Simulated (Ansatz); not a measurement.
TaSeCl₃, 5 atoms. Hardware: 4 threads of Arm Neoverse V2 on a shared host.

In the def2 sets Ta takes a core potential; there is no spin–orbit coupling. Correlated methods freeze 24 core orbitals; core or outer-core shells of Ta, Se are correlated, in sets that lack core-valence functions.

How many basis functions does each of these Ansatz runs have, and roughly what does it cost? CCSD(T)/def2-SVP, charge 0 singlet, energy, from earlier orbitals; r2SCAN-D4/def2-SVP, charge 0 singlet, relaxation, 5 steps; r2SCAN-D4/def2-TZVPD, charge -1 doublet at the geometry of the charge 0 singlet, energy, from earlier orbitals; r2SCAN-D4/def2-TZVPD, charge 0 singlet, energy, from earlier orbitals; RPA@PBE/def2-TZVP, charge 0 singlet, energy, from earlier orbitals; PBE-D4/def2-SVP, charge 0 singlet, energy, from earlier orbitals; PBE0-D4/def2-SVP, charge -1 doublet at the geometry of the charge 0 singlet, energy with a search over starts; r2SCANh-D4/def2-TZVP, charge 0 singlet, energy, from earlier orbitals; PBE0-D4/def2-SVP, charge 0 singlet, energy, from earlier orbitals; PBE-D4/def2-TZVPD, charge -1 doublet at the geometry of the charge 0 singlet, energy, from earlier orbitals; PBE with 10 % exact exchange/def2-TZVP, charge 0 singlet, energy, from earlier orbitals; B2PLYP/def2-TZVP, charge 0 singlet, energy, from earlier orbitals.

Other jobs shared the machine, so times can vary by a factor of up to 3. A dash marks memory too small to be measured apart from the calling script's.

```
                                                                                                           run  functions  fitting or Cholesky vectors  wall time  peak host memory (GiB)
                                              PBE-D4/def2-SVP, charge 0 singlet, energy, from earlier orbitals        118                         1235      1.4 s                       –
                                             PBE0-D4/def2-SVP, charge 0 singlet, energy, from earlier orbitals        118                         1098      2.2 s                       –
                       PBE with 10 % exact exchange/def2-TZVP, charge 0 singlet, energy, from earlier orbitals        199                         1495      3.8 s                    0.73
                                            RPA@PBE/def2-TZVP, charge 0 singlet, energy, from earlier orbitals        199                         1337        6 s                       –
                                             B2PLYP/def2-TZVP, charge 0 singlet, energy, from earlier orbitals        199                         1337      6.5 s                       –
                                         r2SCANh-D4/def2-TZVP, charge 0 singlet, energy, from earlier orbitals        199                         1495      7.5 s                    0.76
                                         r2SCAN-D4/def2-TZVPD, charge 0 singlet, energy, from earlier orbitals        238                         1629      8.5 s                       –
                                                     r2SCAN-D4/def2-SVP, charge 0 singlet, relaxation, 5 steps        118                         1235      9.5 s                       –
                                             CCSD(T)/def2-SVP, charge 0 singlet, energy, from earlier orbitals        118                         1098       12 s                    0.59
   PBE-D4/def2-TZVPD, charge -1 doublet at the geometry of the charge 0 singlet, energy, from earlier orbitals        238                         1629       17 s                    0.91
 PBE0-D4/def2-SVP, charge -1 doublet at the geometry of the charge 0 singlet, energy with a search over starts        118                         1098       25 s                    0.57
r2SCAN-D4/def2-TZVPD, charge -1 doublet at the geometry of the charge 0 singlet, energy, from earlier orbitals        238                         1629       43 s                       1
```
